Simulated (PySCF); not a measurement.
An unknown is described by computed data only.

Formula: C5H9NO3Si.

* 13C NMR: chemical shifts (computed TMS as zero) by class: 155.3 (1 C), 121.6 (1 C), 107.2 (1 C), 104.2 (1 C), 53.7 (1 C) ppm [GIAO PBE0/pcSseg-1]
* Rotational structure: rotational constants A, B, C: 2.452, 0.669, 0.543 GHz [GFN2-xTB]
* 1H NMR: chemical shifts (computed TMS as zero) by class: 6.47 (1 H), 6.19 (1 H), 6.18 (1 H), 4.85 (1 H), 4.14 (3 H), 3.50 (1 H), 2.32 (1 H) ppm [GIAO PBE0/pcSseg-1]
* NMR, other nuclei: isotropic shieldings of nuclei other than C and H, by class: 89 (1 N), 254 (1 O), 285 (1 O), 310 (1 O), 403 (1 Si) ppm [GIAO PBE0/pcSseg-1]
* Dipole: 2.48 D [PBE0/pcSseg-1]

Electronic properties: PySCF, gas phase, density fitting. Levels stand in brackets. Isolated species at its GFN2-xTB geometry (one conformer only). GFN2-xTB frequencies show an imaginary mode (36i cm⁻¹), so this geometry is no minimum at that level. NMR classes are plain means over equivalent atoms (diastereotopic ones count apart unless rotation or inversion swaps them), as if these changed places fast.

Question: What is the compound? Reason from the data.

Answer: Numbering: `[CH3:1][O:2][Si@H:3]([OH:4])[n:5]1[cH:6][cH:7][c:8]([OH:9])[cH:10]1`. Its formula, C5H9NO3Si, gives 3 degrees of unsaturation: 1 ring and 2 π bonds in the structure found (Kekulé form). 5 carbons fall into 5 classes; from least to most shielded: aromatic carbon bearing oxygen [C8] (155.3 ppm), aromatic CH next to a ring nitrogen [C6] (121.6 ppm), aromatic CH carbon [C7] (107.2 ppm), aromatic CH next to a ring nitrogen [C10] (104.2 ppm), methoxy carbon [C1] (53.7 ppm). Hydrogen classes from least to most shielded: 1 H on an aromatic CH next to a ring nitrogen, C6 (6.47 ppm), 1 H on an aromatic CH carbon, C7 (6.19 ppm), 1 H on an aromatic CH next to a ring nitrogen, C10 (6.18 ppm), 1 H on an oxygen-bound silicon, Si3 (4.85 ppm), 3 H on a methoxy carbon, C1 (4.14 ppm), 1 H on a phenol-type oxygen, O9 (3.50 ppm), 1 H on a silanol oxygen, O4 (2.32 ppm). The other shieldings belong to: 89 ppm, pyrrole-type nitrogen [N5]; 254 ppm, phenol-type oxygen [O9]; 285 ppm, silanol oxygen [O4]; 310 ppm, silyl ether oxygen [O2]; 403 ppm, oxygen-bound silicon [Si3]. The optimised geometry has point group C1 and is an asymmetric top. Structure: `CO[Si@H](O)n1ccc(O)c1`. Computed isomers that give other values at the same levels: `C=NC(=C)O[SiH2]OC(C)=O` (13C chemical shifts (computed TMS as zero) by class: 176.8 (1 C), 168.8 (1 C), 155.1 (1 C), 81.3 (1 C), 23.9 (1 C) ppm); `NC(=O)C[C@H]1OCC(=O)[SiH2]1` (13C chemical shifts (computed TMS as zero) by class: 266.1 (1 C), 177.8 (1 C), 82.6 (1 C), 71.1 (1 C), 40.6 (1 C) ppm); `CC(=O)[C@@H]1C[Si@H](C(N)=O)O1` (13C chemical shifts (computed TMS as zero) by class: 219.1 (1 C), 178.7 (1 C), 81.2 (1 C), 29.2 (1 C), 24.6 (1 C) ppm). The assignments are read from this structure; whether some other isomer fits the data as well wasn't checked. The mirror image fits equally.

The values belong to the conformer `[CH3:1][O:2][Si@H:3]([OH:4])[n:5]1[cH:6][cH:7][c:8]([OH:9])[cH:10]1`: C1–O2–Si3–O4 -162°, O2–Si3–N5–C6 -27°, H–O4–Si3–O2 -36°, H–O9–C8–C7 180°.
